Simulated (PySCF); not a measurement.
Isomers of C5H7ClN2Si. The calculation used PySCF, TDDFT wB97X-D/def2-SVPD, vertical, gas phase, core orbitals frozen in the response. Geometries: GFN2-xTB; one conformer of each isolated species. Triplets are in the Tamm–Dancoff approximation.

A. `ClC[SiH2]c1ncccn1`
B. `ClC[SiH2]C1=NC=CN=C1`
C. `ClC[SiH2]c1ccncn1`

Lowest singlet levels (six at most, fewer where fewer were computed) with oscillator strengths:

1. 4.20 eV (f 0.005); 4.67 eV (f 0.000); 5.74 eV (f 0.000); 5.79 eV (f 0.092); 6.14 eV (f 0.004); 6.63 eV (f 0.034); T1 3.72 eV
2. 3.92 eV (f 0.005); 4.52 eV (f 0.000); 5.47 eV (f 0.156); 5.74 eV (f 0.000); 6.42 eV (f 0.165); 6.51 eV (f 0.000); T1 3.29 eV
3. 4.46 eV (f 0.004); 4.55 eV (f 0.000); 5.44 eV (f 0.004); 5.49 eV (f 0.002); 5.86 eV (f 0.031); 6.52 eV (f 0.221); T1 3.97 eV

Question: Which spectrum belongs to which structure?

Answer: 1 = C, 2 = B, 3 = A.
- A: S1 at 4.46 eV, HOMO→LUMO (84%), HOMO→LUMO+1 (9%); Löwdin shares by element: HOMO nitrogen 64%, carbon 13% or more (atoms not listed hold the other 24%); LUMO carbon 38% or more, nitrogen 33% (atoms not listed hold the other 29%); HOMO -9.50 and LUMO 0.23 eV; point group Cs, 1 of its 6 listed states under f = 0.0005.
- B: S1 at 3.92 eV, HOMO→LUMO (95%); Löwdin shares by element: HOMO nitrogen 50%, carbon 18% or more (atoms not listed hold the other 32%); LUMO nitrogen 47%, carbon 28% or more (atoms not listed hold the other 25%); HOMO -9.17 and LUMO -0.08 eV; point group Cs, 3 of its 6 listed states under f = 0.0005.
- C: S1 at 4.20 eV, HOMO→LUMO (94%); Löwdin shares by element: HOMO nitrogen 56%, carbon 15% or more (atoms not listed hold the other 28%); LUMO carbon 39% or more, nitrogen 35% (atoms not listed hold the other 26%); HOMO -9.32 and LUMO 0.02 eV; point group Cs, 2 of its 6 listed states under f = 0.0005.
